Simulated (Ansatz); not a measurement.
Results of the Gaussian-basis code of Ansatz.

A structure relaxed at PBE0-D4/def2-TZVP, charge 0, multiplicity 1:

Cartesian coordinates in Å:
```
F 0.404 -0.121 -2.051
B -0.007 -0.295 -0.779
Al -1.233 -1.995 -0.284
O 0.381 0.619 0.115
Al 1.097 1.982 0.825
H -2.823 -1.907 -0.320
H -0.586 -3.378 0.168
H 0.234 3.299 0.882
H 2.534 1.797 1.444
```

Task: Give its formula and SMILES.

Result: Al2BFH4O, `F[B]([AlH2])[O][AlH2]`.

Task: Point group (tolerance 0.08 Å, 0.16 Å for H)?

Result: Cs.

Task: Summarise the bond lengths by kind.

Result: 1 × B–F 1.348 Å; 1 × Al–B 2.154 Å; 1 × B–O 1.336 Å; 4 × Al–H 1.576 to 1.592 Å; 1 × Al–O 1.695 Å.
